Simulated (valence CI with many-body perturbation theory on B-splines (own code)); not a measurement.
## Ba⁵⁺: E2, M1 decay

Method: valence CI with perturbative core correlation (CI+MBPT): five valence electrons over a frozen Dirac-Fock core [Kr] 4d10, a basis of 9 s, 9 p, 8 d, 6 f, 3 g, 1 h functions for each j, with the one-electron correlation potential Σ1, the two-electron term Σ2, the three-electron term Σ3, Breit, model QED; selected CI, second order for the rest, scaled by the run's own slope (own B-spline code, finite nucleus).

Against 18 measured levels this calculation errs by 108 cm⁻¹ on average and by 336 at most. These come from a selection out of Sansonetti and Curry, J. Phys. Chem. Ref. Data 39, 043103 (2010). Levels without a partner in it may be off by more, other configurations by several thousand cm⁻¹. Among the levels kept, up to 550 cm⁻¹ of a level comes from second order outside the variational space, and about a tenth of that is noise between levels of different J, which matters for small intervals. 2 measured levels below the end of the list, from 179077 cm⁻¹ on, found no clear computed partner, and computed levels of the same name lie up to 144 cm⁻¹ from them.

Lines 1 to 39 of 39 in falling wavelength, among levels below 208490 cm⁻¹, chosen from the decays that carry over 1 % of a level's rate. Wavelengths and rates use the calculated energies, so an error of 100 cm⁻¹ moves a line at 5769 Å by 0.58 % and its rate by three times that or more. Electric multipoles are in the length gauge, E1 and E2 with the static RPA response of the core. S is in atomic units (e²a₀⁴ for E2 and M2, e²a₀⁶ for E3), for M1 in squared Bohr magnetons. Weak lines are less certain than strong ones. Lines between different terms over intervals too small for the method are left out, as are lines whose strength nearly cancels. The highest levels of a list are the least certain.

Names give the largest LS component (configuration and term), which can be under half, so a name can repeat, a term be missing and a line seem to break the LS rules; names also repeat where a configuration has a term twice. Letters in brackets count levels of one name in rising energy.

```tsv
λ vac (Å)	λ from measured levels	Upper	Lower	Type	A (s⁻¹)	S (a.u.)
17710		4f5s²5p² ⁴G°_11/2	4f5s²5p² ⁴G°_9/2	M1	4.02e+00	9.94e+00
16700		4f5s²5p² ²G°_9/2 [a]	4f5s²5p² ⁴G°_7/2 [b]	M1	1.39e+00	2.39e+00
15860	15910	5s²5p³ ²D°_5/2	5s²5p³ ²D°_3/2	M1	1.86e+00	1.65e+00
8786		4f5s²5p² ⁴G°_9/2	4f5s²5p² ⁴G°_7/2 [a]	M1	2.77e+01	6.97e+00
7465	7426	5s²5p³ ²P°_3/2	5s²5p³ ²P°_1/2	M1	1.50e+01	9.26e-01
7212		4f5s²5p² ²H°_11/2	4f5s²5p² ²G°_9/2 [b]	M1	1.18e+01	1.97e+00
6707		4f5s²5p² ⁴F°_9/2	4f5s²5p² ⁴F°_7/2	M1	2.25e+01	2.52e+00
6608		4f5s²5p² ²G°_9/2 [a]	4f5s²5p² ⁴G°_7/2 [a]	M1	6.89e+00	7.38e-01
5872		4f5s²5p² ⁴G°_11/2	4f5s²5p² ⁴G°_7/2 [a]	E2	1.53e-01	1.14e+01
5769	5794	5s²5p³ ²D°_3/2	5s²5p³ ⁴S°_3/2	M1	7.62e+01	2.17e+00
5677		4f5s²5p² ⁴F°_9/2	4f5s²5p² ⁴G°_11/2	M1	1.75e+01	1.19e+00
5266	5292	5s²5p³ ²P°_1/2	5s²5p³ ²D°_3/2	M1	1.41e+01	1.53e-01
5125		4f5s²5p² ⁴F°_9/2	4f5s²5p² ²G°_9/2 [a]	M1	2.92e+01	1.46e+00
4395		4f5s²5p² ⁴F°_9/2	4f5s²5p² ⁴D°_7/2	M1	3.11e+01	9.79e-01
4285		4f5s²5p² ²H°_11/2	4f5s²5p² ⁴G°_11/2	M1	6.32e+01	2.21e+00
4230	4247	5s²5p³ ²D°_5/2	5s²5p³ ⁴S°_3/2	M1	1.14e+01	1.92e-01
4230	4247	5s²5p³ ²D°_5/2	5s²5p³ ⁴S°_3/2	E2	7.78e-01	5.65e+00
3963		4f5s²5p² ²H°_11/2	4f5s²5p² ²G°_9/2 [a]	M1	2.24e+00	6.19e-02
3834	3835	5s²5p³ ²P°_3/2	5s²5p³ ²D°_5/2	M1	6.77e+01	5.66e-01
3834	3835	5s²5p³ ²P°_3/2	5s²5p³ ²D°_5/2	E2	6.75e+00	2.00e+01
3450		4f5s²5p² ²H°_11/2	4f5s²5p² ⁴G°_9/2	M1	7.17e+01	1.31e+00
3088	3090	5s²5p³ ²P°_3/2	5s²5p³ ²D°_3/2	M1	2.97e+02	1.30e+00
2753	2766	5s²5p³ ²P°_1/2	5s²5p³ ⁴S°_3/2	M1	1.66e+02	2.56e-01
2753	2766	5s²5p³ ²P°_1/2	5s²5p³ ⁴S°_3/2	E2	2.90e+00	8.20e-01
2011	2015	5s²5p³ ²P°_3/2	5s²5p³ ⁴S°_3/2	M1	7.64e+01	9.22e-02
760.9		4f5s²5p² ⁴G°_5/2	5s²5p³ ²D°_3/2	E2	4.67e+02	6.38e-01
716.0		4f5s²5p² ⁴G°_9/2	5s²5p³ ²D°_5/2	E2	3.22e+02	5.41e-01
708.9		4f5s²5p² ²D°_3/2 [a]	5s²5p³ ²P°_1/2	E2	4.62e+03	2.96e+00
697.3		4f5s²5p² ²G°_9/2 [a]	5s²5p³ ²D°_5/2	E2	4.46e+01	6.56e-02
684.1		4f5s²5p² ²F°_5/2 [a]	5s²5p³ ²P°_1/2	E2	7.78e+03	6.24e+00
672.2		4f5s²5p² ⁴G°_5/2	5s²5p³ ⁴S°_3/2	E2	1.72e+03	1.26e+00
662.5		4f5s²5p² ²F°_7/2 [b]	5s²5p³ ²P°_3/2	E2	1.07e+04	9.78e+00
646.1		4f5s²5p² ²G°_9/2 [b]	5s²5p³ ²D°_5/2	E2	9.27e+03	9.32e+00
618.6		4f5s²5p² ²D°_5/2 [a]	5s²5p³ ⁴S°_3/2	E2	5.50e+03	2.67e+00
616.9		4f5s²5p² ²G°_7/2	5s²5p³ ²D°_3/2	E2	1.53e+04	9.73e+00
613.8		4f5s²5p² ⁴F°_9/2	5s²5p³ ²D°_5/2	E2	1.43e+03	1.11e+00
584.9		4f5s²5p² ²H°_9/2	5s²5p³ ²D°_5/2	E2	1.09e+04	6.64e+00
564.9		4f5s²5p² ²F°_7/2 [b]	5s²5p³ ²D°_5/2	E2	5.25e+03	2.16e+00
557.3		4f5s²5p² ²G°_7/2	5s²5p³ ⁴S°_3/2	E2	5.12e+03	1.97e+00
```
